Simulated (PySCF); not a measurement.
Species: C₄H₃BF₂O.
SMILES: `C=C1OC=C1B(F)F`

Torsions of this conformer, `[CH2:1]=[C:2]1[O:3][CH:4]=[C:5]1[B:6]([F:7])[F:8]`: C4–C5–B6–F7 -179°.

The closed-shell ground state was solved at several levels (PySCF, density fitting, gas phase, non-relativistic). Isolated species at its PBE0-D3(BJ)/def2-SVP geometry, gas phase.

```tsv
level	basis functions	total energy (Eh)	HOMO (eV)	LUMO (eV)	gap (eV)	dipole (D)
PBE0/6-31G	78	-453.4117	-7.45	-1.76	5.69	1.45
KT2/pcSseg-1	151	-460.9181	-6.37	-2.65	3.72	1.52
PBE0/cc-pVDZ	127	-453.5771	-7.27	-1.60	5.67	1.42
PBE0/pcSseg-2	330	-453.7347	-7.49	-1.86	5.63	1.47
PBE0/pcSseg-1	151	-453.5117	-7.49	-1.83	5.66	1.47
B3LYP/pcSseg-1	151	-454.0083	-7.25	-2.02	5.23	1.44
HF/pcSseg-1	151	-451.6283	-9.70	1.89	11.59	1.39
```

Question: Estimate the row for PBE0/6-31G*, a basis of 118 functions; the other rows only guide the guess.

Answer: Total energy -453.5418 Eh, HOMO -7.13 eV, LUMO -1.42 eV, gap 5.71 eV, dipole 1.23 D.

Question: Over all these levels, which gives the widest orbital gap and which the narrowest?

Answer: HF/pcSseg-1 (Hartree–Fock, all exact exchange) has the widest, 11.59 eV, and KT2/pcSseg-1 (GGA) the narrowest, 3.72 eV. The two share the basis. From the narrowest to the widest the HOMO moves by -3.33 eV and the LUMO by +4.54 eV.

Question: How much does the basis alone move the frontier levels among the 5 PBE0 rows (the withheld one included)?

Answer: The HOMO by 0.36 eV and the LUMO by 0.44 eV. By rising basis size (HOMO, LUMO in eV): 6-31G -7.45, -1.76; 6-31G* -7.13, -1.42; cc-pVDZ -7.27, -1.60; pcSseg-1 -7.49, -1.83; pcSseg-2 -7.49, -1.86.

Question: In the pcSseg-1 basis, how does the gap go with the fixed share of exact exchange?

Answer: KT2 (0 %) 3.72 eV; B3LYP (20 %) 5.23 eV; PBE0 (25 %) 5.66 eV; HF (100 %) 11.59 eV. Each rise in the share widens the gap here.

Question: How far do the dipole and the HOMO energy spread over the levels?

Answer: The dipole runs from 1.23 to 1.52 D (mean 1.42 D) and the HOMO from -9.70 to -6.37 eV.
